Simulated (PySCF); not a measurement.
Computed Raman spectrum (relative Raman activity) of a molecule C₂H₄BFO₂. Geometry: B3LYP-D3(BJ)/def2-SVP. The values are those of a single conformer. Method: PySCF with B3LYP-D3(BJ)/def2-SVP. No scaling factor is applied to the harmonic values.

```json
[
 {"ν (cm⁻¹)": "694", "relative intensity": "5.5"},
 {"ν (cm⁻¹)": "1033", "relative intensity": "2.7"},
 {"ν (cm⁻¹)": "1351", "relative intensity": "4.9"},
 {"ν (cm⁻¹)": "1425", "relative intensity": "12"},
 {"ν (cm⁻¹)": "1435", "relative intensity": "13"},
 {"ν (cm⁻¹)": "1770", "relative intensity": "4.4"},
 {"ν (cm⁻¹)": "3024", "relative intensity": "100"},
 {"ν (cm⁻¹)": "3096", "relative intensity": "52"},
 {"ν (cm⁻¹)": "3152", "relative intensity": "51"},
 {"ν (cm⁻¹)": "3706", "relative intensity": "37"}
]
```

Pick the molecule that these values belong to.
(A) CC(=O)B(O)F
(B) COB(F)C=O
(C) O=CCB(O)F
(D) FB1COCO1

A, CC(=O)B(O)F
